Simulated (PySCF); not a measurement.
PySCF 2.14 output of an unrestricted LDA calculation on a single atom or ion in aug-cc-pVQZ-DK (7s6p4d3f2g, 84 functions), with scalar relativity by spin-free X2C-1e:

```
SCF conv_tol = 1e-09
number electrons alpha = 9  beta = 5
    P. A. M. Dirac.,  Math. Proc. Cambridge Philos. Soc. 26, 376 (1930)
    F. Bloch.,  Z. Phys. 57, 545 (1929)
    S. H. Vosko, L. Wilk, and M. Nusair.,  Can. J. Phys. 58, 1200 (1980)
cycle= 1 E= -288.441555887543  delta_E= -0.00912  |g|= 0.0568  |ddm|=  5.7
cycle= 2 E= -288.441951877628  delta_E= -0.000396  |g|= 0.0189  |ddm|=  1.3
cycle= 3 E= -288.442006527061  delta_E= -5.46e-05  |g|= 0.000898  |ddm|= 0.306
cycle= 4 E= -288.442007953564  delta_E= -1.43e-06  |g|= 0.000161  |ddm|= 0.0201
cycle= 5 E= -288.442008199055  delta_E= -2.45e-07  |g|= 1.99e-05  |ddm|= 0.00477
cycle= 6 E= -288.442008203701  delta_E= -4.65e-09  |g|= 7.19e-07  |ddm|= 0.0007
cycle= 7 E= -288.442008203702  delta_E= -1.19e-12  |g|= 3.59e-08  |ddm|= 3.25e-05
converged SCF energy = -288.442008203702  <S^2> = 6.0000484  2S+1 = 5.0000194
```

The run itself started from symmetry-adapted Hartree-Fock orbitals and held the occupation by maximum overlap, on a logarithmic radial grid, so the iterations belong to that start.

Question: Which element, charge and spin multiplicity is this?

Answer: Si (silicon, neutral), multiplicity 5; the state was [Ne] 3s1 3p2 4s1, high-spin 5P determinant (an excited configuration).

The outer electron is Rydberg-like, and this basis confines it to a smaller radius and binds it less than a complete one would.
